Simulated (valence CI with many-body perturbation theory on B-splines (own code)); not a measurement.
# E1 line list for Pt45+

Level of theory: relativistic CI+MBPT: five valence electrons over a frozen Dirac-Fock core [Ar] 3d10, radial functions for each j: 9 s, 9 p, 8 d, 6 f, 3 g, 1 h, with the one-electron correlation potential Σ1 (screened to all orders), the two-electron term Σ2, the three-electron term Σ3, Breit, model QED; selected single and double excitations, second order for the rest (own B-spline code, finite nucleus).

No measured spectrum was set against this ion. As an estimate, large intervals hold to a few tenths of a per cent, small ones and those within an open d or f shell to about a per cent. Among the levels kept, up to 360 cm⁻¹ of a level comes from second order outside the variational space, and about a tenth of that is noise between levels of different J, which matters for small intervals.

Lines 1 to 50 of 215 in falling wavelength, among levels below 453.94 eV, chosen from the strongest by gf and those to the six lowest levels. Wavelengths and rates use the calculated energies. Electric multipoles are in the length gauge, E1 and E2 with the static RPA response of the core. Weak lines are less certain than strong ones. Lines between different terms over intervals too small for the method are left out, as are lines whose strength nearly cancels. The highest levels of a list are the least certain.

Levels are named by their leading jj configuration (3d3/2^4 stands for four electrons in 3d with j = 3/2), which in mixed levels can hold well under half, so a name can repeat and another be missing. Letters in brackets count levels of one name in rising energy.

```
λ vac (nm)                               Upper                               Lower   A (s⁻¹)  S (a.u.)
     35.22          (4s^2 4p1/2^2 4d3/2) J=3/2          (4s^2 4p1/2 4p3/2^2) J=1/2  8.99e+04  7.75e-06
     29.09          (4s^2 4p1/2^2 4d3/2) J=3/2          (4s^2 4p1/2 4p3/2^2) J=5/2  2.05e+07  9.97e-04
     25.56          (4s^2 4p1/2^2 4d3/2) J=3/2          (4s^2 4p1/2 4p3/2^2) J=3/2  1.13e+06  3.72e-05
     23.42                (4s^2 4p3/2^3) J=3/2          (4s^2 4p1/2^2 4d5/2) J=5/2  5.61e+05  1.42e-05
     18.07          (4s^2 4p1/2^2 4f7/2) J=7/2  (4s^2 4p1/2 4p3/2 4d5/2) J=7/2 [b]  1.87e+08  4.36e-03
     17.19  (4s 4p1/2^2 4p3/2 4d5/2) J=5/2 [a]        (4s 4p1/2 4p3/2^3) J=3/2 [a]  2.94e+08  4.42e-03
     16.91      (4s 4p1/2^2 4p3/2 4d3/2) J=7/2      (4s^2 4p1/2 4p3/2 4d5/2) J=9/2  2.14e+08  4.09e-03
     16.45          (4s^2 4p1/2^2 4d5/2) J=5/2          (4s^2 4p1/2 4p3/2^2) J=5/2  2.47e+08  3.25e-03
     15.26          (4s^2 4p1/2^2 4d5/2) J=5/2          (4s^2 4p1/2 4p3/2^2) J=3/2  2.97e+08  3.12e-03
     14.93  (4s 4p1/2^2 4p3/2 4d3/2) J=3/2 [a]  (4s^2 4p1/2 4p3/2 4d3/2) J=1/2 [b]  1.18e+09  7.74e-03
     14.90  (4s 4p1/2^2 4p3/2 4d3/2) J=1/2 [a]  (4s^2 4p1/2 4p3/2 4d3/2) J=1/2 [b]  1.37e+09  4.47e-03
     14.81  (4s 4p1/2^2 4p3/2 4d3/2) J=5/2 [a]  (4s^2 4p1/2 4p3/2 4d3/2) J=3/2 [b]  3.23e+09  3.11e-02
     14.60      (4s 4p1/2^2 4p3/2 4d3/2) J=7/2  (4s^2 4p1/2 4p3/2 4d3/2) J=5/2 [b]  2.84e+09  3.49e-02
     14.47                (4s^2 4p3/2^3) J=3/2          (4s^2 4p1/2^2 4d3/2) J=3/2  1.64e+06  9.84e-06
     13.24          (4s^2 4p1/2^2 4f5/2) J=5/2      (4s^2 4p1/2 4p3/2 4d3/2) J=7/2  2.98e+09  2.05e-02
     13.10          (4s^2 4p1/2^2 4f7/2) J=7/2  (4s^2 4p1/2 4p3/2 4d3/2) J=5/2 [b]  4.70e+09  4.17e-02
     12.93  (4s 4p1/2^2 4p3/2 4d5/2) J=3/2 [a]      (4s^2 4p1/2 4p3/2 4d5/2) J=1/2  1.00e+09  4.28e-03
     12.81  (4s 4p1/2^2 4p3/2 4d3/2) J=3/2 [b]  (4s^2 4p1/2 4p3/2 4d3/2) J=1/2 [b]  2.54e+09  1.05e-02
     12.76  (4s 4p1/2^2 4p3/2 4d5/2) J=3/2 [a]  (4s^2 4p1/2 4p3/2 4d5/2) J=3/2 [b]  1.13e+09  4.62e-03
     12.67  (4s 4p1/2^2 4p3/2 4d3/2) J=3/2 [b]  (4s^2 4p1/2 4p3/2 4d3/2) J=3/2 [b]  6.69e+09  2.69e-02
     12.51      (4s 4p1/2^2 4p3/2 4d5/2) J=9/2      (4s^2 4p1/2 4p3/2 4d5/2) J=9/2  8.82e+09  8.53e-02
     12.48  (4s 4p1/2^2 4p3/2 4d3/2) J=3/2 [b]  (4s^2 4p1/2 4p3/2 4d3/2) J=5/2 [b]  1.61e+09  6.18e-03
     12.32      (4s 4p1/2^2 4p3/2 4d3/2) J=7/2      (4s^2 4p1/2 4p3/2 4d3/2) J=7/2  5.48e+09  4.04e-02
     12.28  (4s 4p1/2^2 4p3/2 4d3/2) J=5/2 [a]      (4s^2 4p1/2 4p3/2 4d3/2) J=7/2  1.29e+09  7.09e-03
     12.23  (4s 4p1/2^2 4p3/2 4d5/2) J=7/2 [a]  (4s^2 4p1/2 4p3/2 4d5/2) J=7/2 [b]  4.91e+09  3.55e-02
     12.22  (4s 4p1/2^2 4p3/2 4d5/2) J=7/2 [a]  (4s^2 4p1/2 4p3/2 4d5/2) J=5/2 [b]  7.53e+09  5.43e-02
     12.01        (4s 4p1/2 4p3/2^3) J=3/2 [a]                (4s^2 4p3/2^3) J=3/2  1.31e+09  4.49e-03
     11.92          (4s 4p1/2^2 4p3/2^2) J=5/2          (4s^2 4p1/2 4p3/2^2) J=5/2  1.00e+10  5.01e-02
     11.79  (4s 4p1/2^2 4p3/2 4d3/2) J=1/2 [b]  (4s^2 4p1/2 4p3/2 4d3/2) J=1/2 [b]  1.12e+10  1.81e-02
     11.73      (4s 4p1/2^2 4p3/2 4d5/2) J=9/2  (4s^2 4p1/2 4p3/2 4d5/2) J=7/2 [a]  1.79e+10  1.42e-01
     11.68  (4s 4p1/2^2 4p3/2 4d3/2) J=1/2 [b]  (4s^2 4p1/2 4p3/2 4d3/2) J=3/2 [b]  5.12e+09  8.04e-03
     11.65  (4s 4p1/2^2 4p3/2 4d3/2) J=5/2 [a]  (4s^2 4p1/2 4p3/2 4d3/2) J=3/2 [a]  4.48e+09  2.10e-02
     11.63  (4s 4p1/2^2 4p3/2 4d3/2) J=3/2 [a]  (4s^2 4p1/2 4p3/2 4d3/2) J=1/2 [a]  2.82e+09  8.76e-03
     11.63      (4s 4p1/2^2 4p3/2 4d3/2) J=7/2  (4s^2 4p1/2 4p3/2 4d3/2) J=5/2 [a]  1.36e+09  8.42e-03
     11.62  (4s 4p1/2^2 4p3/2 4d3/2) J=1/2 [a]  (4s^2 4p1/2 4p3/2 4d3/2) J=1/2 [a]  1.54e+10  2.38e-02
     11.61  (4s 4p1/2^2 4p3/2 4d3/2) J=3/2 [a]  (4s^2 4p1/2 4p3/2 4d3/2) J=3/2 [a]  1.04e+10  3.22e-02
     11.60  (4s 4p1/2^2 4p3/2 4d3/2) J=1/2 [a]  (4s^2 4p1/2 4p3/2 4d3/2) J=3/2 [a]  6.42e+09  9.88e-03
     11.59  (4s 4p1/2^2 4p3/2 4d3/2) J=5/2 [a]  (4s^2 4p1/2 4p3/2 4d3/2) J=5/2 [a]  1.23e+10  5.69e-02
     11.55  (4s 4p1/2^2 4p3/2 4d3/2) J=3/2 [a]  (4s^2 4p1/2 4p3/2 4d3/2) J=5/2 [a]  9.54e+09  2.90e-02
     11.47  (4s 4p1/2^2 4p3/2 4d5/2) J=5/2 [a]  (4s^2 4p1/2 4p3/2 4d5/2) J=5/2 [a]  1.34e+10  5.98e-02
     11.41      (4s 4p1/2^2 4p3/2 4d5/2) J=1/2      (4s^2 4p1/2 4p3/2 4d5/2) J=1/2  3.08e+09  4.51e-03
     11.40  (4s 4p1/2^2 4p3/2 4d3/2) J=5/2 [b]  (4s^2 4p1/2 4p3/2 4d3/2) J=3/2 [b]  1.64e+09  7.23e-03
     11.38  (4s 4p1/2^2 4p3/2 4d5/2) J=7/2 [b]  (4s^2 4p1/2 4p3/2 4d5/2) J=7/2 [b]  5.66e+09  3.29e-02
     11.37  (4s 4p1/2^2 4p3/2 4d5/2) J=7/2 [b]  (4s^2 4p1/2 4p3/2 4d5/2) J=5/2 [b]  8.38e+09  4.86e-02
     11.28          (4s 4p1/2^2 4p3/2^2) J=5/2          (4s^2 4p1/2 4p3/2^2) J=3/2  1.53e+10  6.48e-02
     11.27      (4s 4p1/2^2 4p3/2 4d5/2) J=1/2  (4s^2 4p1/2 4p3/2 4d5/2) J=3/2 [b]  2.64e+10  3.73e-02
     11.25  (4s 4p1/2^2 4p3/2 4d3/2) J=5/2 [b]  (4s^2 4p1/2 4p3/2 4d3/2) J=5/2 [b]  7.44e+09  3.13e-02
     11.23          (4s^2 4p1/2^2 4f7/2) J=7/2      (4s^2 4p1/2 4p3/2 4d3/2) J=7/2  6.33e+09  3.54e-02
     11.17  (4s 4p1/2^2 4p3/2 4d5/2) J=5/2 [a]  (4s^2 4p1/2 4p3/2 4d5/2) J=3/2 [a]  1.72e+10  7.12e-02
     11.11  (4s 4p1/2^2 4p3/2 4d5/2) J=3/2 [b]      (4s^2 4p1/2 4p3/2 4d5/2) J=1/2  1.50e+10  4.08e-02
```
